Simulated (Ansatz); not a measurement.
Reaction (redistribution): `CS[Si](F)(F)Cl` + `[Cl][Ga]([Cl])[I]` → `F[Si](F)(Cl)I` + `C[S][Ga]([Cl])[Cl]`

Isolated molecules relaxed with PBE0-D4/def2-TZVP in Ansatz; ΔE leaves out vibrations. CCSD(T)/CBS is the MP2 limit (def2-TZVPP, def2-QZVPP) plus CCSD(T) − MP2 in def2-TZVPP, frozen cores. DFT in def2-TZVPP. B3LYP here is the variant with VWN-RPA as its local correlation; programs differ in this. HSE06 is defined as in plane-wave codes. Elements past krypton have def2 core potentials. For Ga, I outer-core shells are correlated without core-valence functions, which leaves a few kJ/mol of doubt a bond. Scalar relativity is left out up to krypton. Each species was taken in one conformer, which may not be the lowest.

`CS[Si](F)(F)Cl`:

Z-matrix (Å, degrees):
```
C
S 1 1.823
H 1 1.089 2 105.9
H 1 1.089 2 111.0 3 118.3
H 1 1.089 2 111.0 3 -118.3
Si 2 2.084 1 98.5 3 -179.9
F 6 1.582 2 112.0 1 58.4
F 6 1.582 2 112.1 1 -58.7
Cl 6 2.017 2 109.5 1 179.9
```

`[Cl][Ga]([Cl])[I]`:

Cartesian coordinates in Å:
```
Cl -1.419 1.220 1.069
Ga -0.038 -0.024 0.050
Cl 0.098 -2.056 0.640
I 1.359 0.860 -1.758
```

`F[Si](F)(Cl)I`:

Z-matrix (Å, degrees):
```
Si
F 1 1.574
Cl 1 2.014 2 108.7
I 1 2.392 2 109.6 3 -123.6
F 1 1.574 2 107.3 3 117.4
```

`C[S][Ga]([Cl])[Cl]`:

Cartesian coordinates in Å:
```
C 0.493 -0.992 -0.926
S -0.686 -1.066 0.459
Ga -0.670 0.993 1.137
Cl -1.862 1.628 2.776
Cl 0.551 2.451 0.171
H 1.483 -0.695 -0.586
H 0.148 -0.315 -1.704
H 0.542 -2.004 -1.327
```

```csv
level,ΔE (kcal/mol),difference from CCSD(T)/CBS
LDA (SPW92),4.8,-0.3
PBE-D4,5.1,0.0
revPBE-D4,5.3,0.2
BLYP-D4,5.3,0.2
r2SCAN-D4,5.8,0.7
B97M-V,5.9,0.8
PBE0-D4,6.0,0.9
B3LYP-D4,5.9,0.8
r2SCANh-D4,6.0,0.9
r2SCAN0-D4,6.4,1.3
HSE06-D4,6.0,0.9
BHLYP-D4,6.9,1.8
CAM-B3LYP-D4,6.2,1.1
ωB97X-V,6.2,1.1
ωB97M-V,6.1,1.0
B2PLYP,6.2,1.1
PBE-QIDH,6.4,1.3
r2SCAN,5.8,0.7
PBE0,6.1,1.0
B3LYP,6.2,1.1
r2SCANh,6.0,0.9
r2SCAN0,6.4,1.3
HSE06,6.1,1.0
BHLYP,7.2,2.1
CAM-B3LYP,6.4,1.3
LC-ωPBE,6.2,1.1
RPA@PBE/def2-TZVPP,5.9,0.8
HF/def2-SVP,9.8,4.7
CCSD(T)/def2-SVP,8.1,3.0
HF/def2-TZVPP,8.5,3.4
MP2/def2-TZVPP,5.9,0.8
SCS-MP2/def2-TZVPP,6.1,1.0
CCSD/def2-TZVPP,6.5,1.4
CCSD(T)/def2-TZVPP,6.2,1.1
HF/def2-QZVPP,8.3,3.2
MP2/def2-QZVPP,5.2,0.1
SCS-MP2/def2-QZVPP,5.5,0.4
HF/CBS(def2),8.2,3.1
MP2/CBS(def2),4.8,-0.3
CCSD/CBS(def2),5.4,0.3
CCSD(T)/CBS,5.1,0
```

Largest T1 diagnostic among the species: 0.011.

In def2-TZVPP, CCSD(T) changes the Hartree–Fock value by −2.3 kcal/mol (the triples alone add −0.3 kcal/mol) and MP2 by −2.7 kcal/mol. From BLYP to BHLYP (50 % exact exchange), in def2-TZVPP and without D4, ΔE moves by +1.6 kcal/mol. At CCSD(T), def2-SVP lies +3.0 kcal/mol from the extrapolated value and def2-TZVPP +1.1 kcal/mol.
